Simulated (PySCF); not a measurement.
Electron correlation in Kr²⁺ (krypton, charge +2)

[Ar] 3d10 4s2 4p4, high-spin 3P determinant. All numbers are calculated (PySCF 2.14, the spin-free X2C one-electron Hamiltonian (Gaussian nucleus), in x2c-TZVPPall with one added diffuse shell each of s, p, d type (7s6p5d1f, 57 functions)). Frozen: [Ne]; 24 electrons correlated.

```json
{"level": "CCSD", "correlation energy (mhartree)": "-291.04"}
{"level": "(T)", "correlation energy (mhartree)": "-6.29"}
{"level": "CCSD(T)", "correlation energy (mhartree)": "-297.33"}
```

Diagnostics: T1 = 0.0040, D1 = 0.0213, largest double amplitude 0.035.

**Question.** Is a single reference adequate?

**Answer.** Yes, within this model without spin-orbit coupling: T1 lies below 0.03 and no double amplitude reaches 0.07.

This basis was not built for core-valence correlation, so the inner-shell part is incomplete.
